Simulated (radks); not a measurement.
Task: The mean radii <r> (bohr) of the occupied orbitals of an atom or ion are listed with their occupations. Calculated with a radial shooting solver on a logarithmic mesh with Libxc functionals: scalar-relativistic Kohn-Sham, r2SCAN, spin-polarised, spherical densities, finite nucleus; meta-GGA in the generalised Kohn-Sham scheme; Fermi nuclear charge, rms radius of each element as measured or else 0.836 A^(1/3) + 0.57 fm.

| orbital | occ. | <r> |
|---|---|---|
| 1s up | 1 | 0.02001 |
| 1s down | 1 | 0.02001 |
| 2s up | 1 | 0.08485 |
| 2s down | 1 | 0.08484 |
| 2p up | 3 | 0.07542 |
| 2p down | 3 | 0.07540 |
| 3s up | 1 | 0.2193 |
| 3s down | 1 | 0.2192 |
| 3p up | 3 | 0.2183 |
| 3p down | 3 | 0.2182 |
| 3d up | 5 | 0.1977 |
| 3d down | 5 | 0.1977 |
| 4s up | 1 | 0.4590 |
| 4s down | 1 | 0.4596 |
| 4p up | 3 | 0.4738 |
| 4p down | 3 | 0.4745 |
| 4d up | 4 | 0.4790 |

Name the element and its charge. Open shells, if any, are filled with parallel spins first.

Result: Z = 69, thulium, charge +29: Tm29+ in [Kr] 4d4. The 1s radius gives Z: for a bare nucleus <r> = (2 gamma + 1)/(2Z) with gamma = sqrt(1 - (Z/c)^2), 0.01977 bohr for Z = 69, and screening makes it slightly larger (0.02001 here). The occupations add up to 40, and the charge is Z minus that.
